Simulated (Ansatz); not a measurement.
Reaction (formal exchange of groups at a Ga–Si bond): `O[SiH2][GaH][SiH3]` + `C=C(N)O` → `O[SiH2][GaH][OH]` + `C=C(N)[SiH3]`

Calculated with Ansatz (gas phase, PBE0-D4/def2-TZVP geometries, no zero-point term in ΔE). CCSD(T)/CBS adds triple-zeta CCSD(T) − MP2 to the extrapolated MP2 energy (def2 sets, frozen cores). DFT in def2-TZVPP. B3LYP here is the variant with VWN-RPA as its local correlation; programs differ in this. For Ga outer-core shells are correlated without core-valence functions, which leaves a few kJ/mol of doubt a bond. Scalar relativity is left out up to krypton. One conformer a species, not always the lowest.

```
             level  ΔE (kcal/mol)  difference from CCSD(T)/CBS
            PBE-D4          -19.2                          5.0
         r2SCAN-D4          -21.1                          3.1
           PBE0-D4          -18.4                          5.8
          B3LYP-D4          -22.3                          1.9
           ωB97X-V          -21.6                          2.6
           ωB97M-V          -22.4                          1.8
            B2PLYP          -23.8                          0.4
               PBE          -18.7                          5.5
            r2SCAN          -21.0                          3.2
              PBE0          -18.0                          6.2
             B3LYP          -21.5                          2.7
     HF/def2-TZVPP          -20.2                          4.0
    MP2/def2-TZVPP          -26.4                         -2.2
SCS-MP2/def2-TZVPP          -26.1                         -1.9
   CCSD/def2-TZVPP          -22.8                          1.4
CCSD(T)/def2-TZVPP          -23.5                          0.7
     HF/def2-QZVPP          -20.4                          3.8
    MP2/def2-QZVPP          -26.9                         -2.7
SCS-MP2/def2-QZVPP          -26.6                         -2.4
      HF/CBS(def2)          -20.5                          3.7
     MP2/CBS(def2)          -27.1                         -2.9
    CCSD/CBS(def2)          -23.5                          0.7
       CCSD(T)/CBS          -24.2                            0
```

Largest T1 diagnostic among the species: 0.014.

In def2-TZVPP, CCSD(T) changes the Hartree–Fock value by −3.3 kcal/mol (the triples alone add −0.7 kcal/mol) and MP2 by −6.2 kcal/mol. The D4 term adds −0.9 kcal/mol with B3LYP and −0.4 kcal/mol with PBE0; it sums over pairs of atoms, weighted by their polarisabilities, and B3LYP, whose exchange is more repulsive, gets the larger term.
